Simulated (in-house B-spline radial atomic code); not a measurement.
RPA and G0W0 on BHandHLYP: Ni⁵⁺

Configuration [Ar] 3d5, highest spin, mean-field start BHandHLYP. Computed with a B-spline radial code for spherical atoms: all electrons, non-relativistic, point nucleus, each spin shell either full or empty, empty states to l = 9 with an (l + 1/2)⁻⁴ tail; G0W0 by contour deformation at full frequency.

Command:
```bash
python run_gw.py task.json out
```
Settings (radii: box in bohr, nucleus in fm):
```
Z                        28
electrons                23
configuration            [Ar] 3d5
hamiltonian              nr
method                   bhandhlyp
lmax                     9
spin_polarised           True
box_radius               10.43
intervals                49
```

Time taken, with all properties: 1.2 s on 1 thread of Intel(R) Xeon(R) 6975P-C (Granite Rapids), on a shared host.

Energies (hartree):

```csv
term,value
mean-field total,-1501.20555
Hartree-Fock functional on these orbitals,-1500.13518
direct second order,-1.6731
second-order exchange,0.54761
SOSEX correction,0.51222
```

(1) What is the RPA correlation energy, and what remains with SOSEX?

Quasi-particle levels (eV):

```json
{"level": "3d up", "occupied": "yes", "mean field": "-102.91", "Σx - vxc": "-6.91", "Σc": "?", "QP weight": "?", "G0W0": "?"}
{"level": "3p down", "occupied": "yes", "mean field": "-159.44", "Σx - vxc": "-5.81", "Σc": "0.26", "QP weight": "0.962", "G0W0": "-164.99"}
{"level": "3s down", "occupied": "yes", "mean field": "-201.69", "Σx - vxc": "-10.24", "Σc": "6.48", "QP weight": "0.884", "G0W0": "-205.46"}
{"level": "3d down", "occupied": "no", "mean field": "-80.82", "Σx - vxc": "9.03", "Σc": "-4.87", "QP weight": "0.970", "G0W0": "-76.66"}
```

G0W0 = mean field + (Σx - vxc) + Σc, with Σc (partial-wave tail included) taken at the quasi-particle energy. Only the outer levels were computed. Levels of low weight are left out.

(2) Where does G0W0 put 3d up?

## Answers

(1) RPA gives -1.5057 hartree (-1.78 eV per electron); RPA + SOSEX gives -0.99351, and the second-order doubles -1.1255 hartree (no singles). SOSEX takes back 34 % of the RPA value.

(2) At -108.64 eV, with Σc = 1.18 eV and a quasi-particle weight of 0.966. The tabulated removal energy is 108 ± 1 eV (NIST, semi-empirical); the calculation leaves out relativity, Breit and QED terms, and what these don't explain is the method's own error.
